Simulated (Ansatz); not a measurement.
Job for Ansatz (a first-principles code): U-MP2/cc-pV(T+d)Z on ClH2Si (SMILES [SiH2]Cl), 2S+1 = 2, atoms moved off the minimum. Files ending in .json are basis or fitting sets from the Basis Set Exchange.

Ansatz 0.2 input:
```yaml
crystal:
  periodic: [false, false, false]
  atoms:
    - {symbol: Si, position_ang: [-0.90394574, -0.26759869, 0.34303009]}
    - {symbol: Cl, position_ang: [1.16096913, 0.15204789, -0.28868432]}
    - {symbol: H, position_ang: [-1.41070246, 1.09866499, -0.27228785]}
    - {symbol: H, position_ang: [-1.60356020, -1.12109797, -0.30444361]}
basis:
  gaussian:
    orbitals: cc-pV_T+d_Z.json
magnetization: {spin_polarized: true, initial_magnetization: 1}
correlation: {method: mp2, electrons: outside_noble_gas}
scf: {omitted_lower_state_checks: [cluster_reference]}
output: {forces: true}
```

The log:

```
Functional definition: HF
[...]
these checks for a lower state are left out or cut short: cluster_reference
integrals: 0.07 GiB planned
628 factors; integrals over basis functions are off by at most 6.6e-4 eV
mean field: 0.25 GiB planned
mean field evaluation 1: about -20396.5579 eV, gradient 1.1e1 eV
mean field evaluation 2: about -20396.5602 eV, gradient 1.1e1 eV
mean field evaluation 4: about -20397.6538 eV, gradient 1.8e0 eV
mean field evaluation 8: about -20397.7059 eV, gradient 2.5e-3 eV
mean field -20397.70589310 eV, -749.6018655098 hartree, gradient 6.1e-6 eV, S^2 0.754550; 0 other end points of the search recorded, 0 dependent functions left out
10 core orbitals not correlated
reference -20397.70589310 eV, -749.6018655098 hartree; 7, 6 occupied and 89, 90 virtual orbitals, 628 factors
densities: 0.25 GiB planned
second order -8.00360801 eV of doubles, -0.00000000 eV of singles
the calculation of the forces begins
Total energy: -20405.70950111 eV, -749.8959926791 hartree
Atom 0 at    -0.903946    -0.267599     0.343030 Å, force     4.003615     6.608513     1.084463 eV/Å
Atom 1 at     1.160969     0.152048    -0.288684 Å, force    -1.466344    -0.977609     0.574920 eV/Å
Atom 2 at    -1.410702     1.098665    -0.272288 Å, force     0.062284    -1.204574     1.156498 eV/Å
Atom 3 at    -1.603560    -1.121098    -0.304444 Å, force    -2.599555    -4.426329    -2.815881 eV/Å
Dipole moment:    -0.382674    -0.202834     0.147501 e Å
Checks for a lower state left out: cluster_reference
```

Self-consistency was reached.

Cost: very roughly 4 core-seconds.
